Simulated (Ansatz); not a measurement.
`C[CH2][ZnH]` + CH₃SH → `C[S][ZnH]` + ethane at 700 K and 1 bar (ligand exchange at a Zn–C bond).

Gas-phase electronic energies from Ansatz, PBE0-D4/def2-TZVP geometries. CCSD(T)/CBS adds triple-zeta CCSD(T) − MP2 to the extrapolated MP2 energy (def2 sets, frozen cores). This one scheme is used for every species. For Zn outer-core shells are correlated without core-valence functions, which leaves a few kJ/mol of doubt a bond. Scalar relativity is left out up to krypton.

```
      species  CCSD(T)/CBS energy (Eh)  H − E (kJ/mol)  S (J/(mol·K))
`C[CH2][ZnH]`              -1858.07157           243.2          385.1
        CH₃SH               -438.22835           160.2          309.0
  `C[S][ZnH]`              -2216.62619           172.5          392.0
         `CC`                -79.71954           238.1          289.3
```

H − E and S are ideal-gas, rigid-rotor, harmonic terms from PBE0-D4/def2-TZVP. 1 Eh = 2625.50 kJ/mol, R = 8.31446 J/(mol·K).

By hand: ΔE, ΔH, ΔS and ΔG.

ΔE = (-2216.62619) + (-79.71954) − (-1858.07157) − (-438.22835) = -0.04581 Eh = -120.3 kJ/mol. Δ(H − E) = 172.5 + 238.1 − 243.2 − 160.2 = 7.2, so ΔH = -113.1 kJ/mol. ΔS = 392.0 + 289.3 − 385.1 − 309.0 = -12.8 J/(mol·K). ΔG = -113.1 − 700 × (-12.8)/1000 = -104.1 kJ/mol.

By hand: the equilibrium constant, and the temperature at which ΔG would vanish if ΔH and ΔS stayed fixed.

log₁₀ K = −ΔG/(RT ln 10) = 7.8. ΔG = 0 at ΔH/ΔS = 8836 K, far beyond where these terms or the molecules hold.

The number of gas molecules stays the same, so ΔS is small and ΔH decides. A doubt of 5 kJ/mol in ΔE shifts log₁₀ K by 0.4 here. These are equilibria of isolated gas molecules and say nothing of rates. Largest T1 diagnostic: 0.014 (customary marks: 0.02 for closed shells, 0.045 for open ones).
